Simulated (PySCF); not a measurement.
## B⁺ (boron, charge +1) across methods

[He] 2s1 2p1, high-spin 3P determinant (an excited configuration). Calculation: PySCF 2.14, in aug-cc-pCVTZ-DK; scalar relativity by spin-free X2C-1e.

```csv
method,E (hartree),mean ε 1s β (eV),mean ε 2s α (eV),mean ε 2p α (eV),Σ⟨r²⟩ (bohr²),⟨S²⟩
PBEsol,-24.0224,-191.60,-20.431,-14.570,7.923,2.000
UHF,-24.12784,-221.03,-26.715,-20.572,7.840,2.000
r2SCAN,-24.1888,-195.76,-20.956,-15.115,7.810,2.000
PBE,-24.1529,-192.65,-20.520,-14.741,7.887,2.000
M06,-24.1861,-200.48,-21.853,-15.987,7.895,2.000
BP86,-24.1870,-193.06,-20.580,-14.767,7.860,2.000
PBE0,-24.1629,-199.93,-22.162,-16.269,7.850,2.000
B97-3,-24.1935,-200.88,-22.199,-16.281,7.814,2.000
```

**Question.** Estimate the same row for LDA.

**Answer.** E (hartree) = -23.8938; mean ε 1s β (eV) = -190.74; mean ε 2s α (eV) = -20.410; mean ε 2p α (eV) = -14.553; Σ⟨r²⟩ (bohr²) = 7.962; ⟨S²⟩ = 2.000.
